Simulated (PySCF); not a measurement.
Cl₃In, SMILES [Cl][In+]([Cl])[Cl] (connectivity only; charge and spin as stated), charge +1, multiplicity 2.

The structure is a stationary point at PBE-D3(BJ)/def2-SVP. The def2 effective core potentials stand for the cores of In; spin–orbit coupling is left out.

These are PySCF 2.14.0 with PBE-D3(BJ)/def2-SVP values and carry that method's errors.

Frequencies are harmonic and unscaled.

Computed vibrational spectrum:
```
mode  ν (cm⁻¹)  IR (km/mol)  moving atoms (share of kinetic energy)
----  --------  -----------  --------------------------------------
1           58          3.5                        Cl 67 %, In 33 %
2           73          4.5                        Cl 54 %, In 46 %
3          148          4.1                        Cl 90 %, In 10 %
4          253          0.0                        Cl 86 %, In 14 %
5          314          1.3                                 Cl 97 %
6          428         29.4                        Cl 64 %, In 36 %
```
